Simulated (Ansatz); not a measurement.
Dimer: hydrogen isocyanide (SMILES [C-]#[NH+]) (first 3 atoms) with hydrogen isocyanide (SMILES [C-]#[NH+]); geometry from B3LYP-D3(BJ)/def2-TZVP.
(charge 0, multiplicity 1):
```xyz
6

C     -0.21659     0.39364    -1.13054
N     -0.11584     0.33019     0.02628
H     -0.02788     0.27470     1.03612
C      0.14903     0.16358     3.07874
N      0.24920     0.10132     4.23131
H      0.33563     0.04764     5.22473
```

Basis-set superposition error: the interaction energy with monomers in their own basis, and in the dimer's basis (counterpoise).

The values were computed with Ansatz (Gaussian basis) for Hartree–Fock, density functionals and correlated methods. Values without a source in brackets are computed.

```json
[
 {"level": "SVWN5/def2-TZVPPD", "uncorrected (kcal/mol)": "-10.61", "counterpoise (kcal/mol)": "-10.43", "difference": "0.18"},
 {"level": "BLYP/def2-TZVPPD", "uncorrected (kcal/mol)": "-6.59", "counterpoise (kcal/mol)": "-6.45", "difference": "0.14"},
 {"level": "revPBE/def2-TZVPPD", "uncorrected (kcal/mol)": "-6.25", "counterpoise (kcal/mol)": "-6.13", "difference": "0.12"},
 {"level": "B3LYP/def2-TZVPPD", "uncorrected (kcal/mol)": "-6.88", "counterpoise (kcal/mol)": "-6.78", "difference": "0.10"},
 {"level": "PBE0/def2-TZVPPD", "uncorrected (kcal/mol)": "-7.54", "counterpoise (kcal/mol)": "-7.46", "difference": "0.08"},
 {"level": "CAM-B3LYP/def2-TZVPPD", "uncorrected (kcal/mol)": "-7.35", "counterpoise (kcal/mol)": "-7.24", "difference": "0.11"},
 {"level": "wB97X-V/def2-TZVPPD", "uncorrected (kcal/mol)": "-7.30", "counterpoise (kcal/mol)": "-7.21", "difference": "0.08"},
 {"level": "MP2/aug-cc-pVTZ", "uncorrected (kcal/mol)": "-8.77", "counterpoise (kcal/mol)": "-8.03", "difference": "0.74"},
 {"level": "SCS-MP2/aug-cc-pVDZ", "uncorrected (kcal/mol)": "-8.59", "counterpoise (kcal/mol)": "-6.94", "difference": "1.65"},
 {"level": "SCS-MP2/aug-cc-pVTZ", "uncorrected (kcal/mol)": "-8.14", "counterpoise (kcal/mol)": "-7.34", "difference": "0.80"}
]
```

The error is largest for SCS-MP2/aug-cc-pVDZ (1.65 kcal/mol) and smallest for wB97X-V/def2-TZVPPD (0.08 kcal/mol).

Ansatz is a quantum-chemistry and plane-wave program.
